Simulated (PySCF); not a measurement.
Sb(H)(TeH)2 (H3SbTe2), SMILES [SbH]([TeH])[TeH]. Heavy atoms are numbered as in [SbH:1]([TeH:3])[TeH:5]. Hydrogens are named by the atom that carries them.

The structure is a stationary point at PBE0-D3(BJ)/def2-SVP. The structure was generated by enumeration; whether it is a known compound was not checked. The def2 effective core potentials stand for the cores of Sb, Te; spin–orbit coupling is left out.

The numbers are results of PySCF with M06-2X/def2-TZVP, not measurements.

ESP charges are fitted to the potential on shells at 1.4 to 2.0 van der Waals radii. Atomic charges (e), one atom of each kind:

```csv
atom,Löwdin,ESP fit,Mulliken
Sb1 (SbH),0.06,?,0.23
H on Sb1,-0.03,?,0.02
Te3 (TeH),-0.01,?,-0.20
H on Te3,0.00,?,0.08
```

Question: Some entries are withheld; supply them. (The exact figures need the calculation; the answer reports its results.)

Answer: 
- Sb1 (SbH), ESP fit: 0.05
- H on Sb1, ESP fit: 0.08
- Te3 (TeH), ESP fit: -0.15
- H on Te3, ESP fit: 0.08
